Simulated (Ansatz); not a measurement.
CH₃Cl₂GaSe, SMILES `C[Se][Ga]([Cl])[Cl]`. Charge 0, multiplicity 1. The geometry is a stationary point of PBE0-D4/def2-TZVP. It is one conformer, not always the lowest.

```xyz
8

C    -0.374   -0.892    1.150
Se    1.046   -1.013   -0.197
Ga    0.560    0.906   -1.351
Cl   -1.071    2.153   -0.761
Cl    1.698    1.521   -3.039
H    -1.351   -0.904    0.673
H    -0.256   -1.776    1.775
H    -0.253    0.005    1.749
```

What is the dipole moment at r2SCAN/def2-TZVPP? (An estimate is asked.)

The calculation gave: 2.67 D, with components (-0.71, -1.55, 2.06) D in this frame, pointing from negative to positive charge.

And with PBE, B3LYP, ωB97M-V? (An estimate is asked.)

Ansatz gave: PBE 2.61 D, B3LYP 2.61 D, ωB97M-V 2.49 D.

Give the Mulliken charges with r2SCAN, ωB97M-V, B3LYP in def2-TZVPP. (Best estimate.)

The calculation gave: 
| atom | r2SCAN | ωB97M-V | B3LYP |
| --- | --- | --- | --- |
| C1 | -0.24 | -0.42 | -0.37 |
| Se2 | -0.10 | -0.07 | -0.07 |
| Ga3 | 0.52 | 0.48 | 0.50 |
| Cl4 | -0.26 | -0.23 | -0.25 |
| Cl5 | -0.25 | -0.22 | -0.24 |
| H6 | 0.11 | 0.16 | 0.15 |
| H7 | 0.11 | 0.15 | 0.14 |
| H8 | 0.11 | 0.16 | 0.15 |

B3LYP here is the variant with VWN-RPA as its local correlation; programs differ in this.
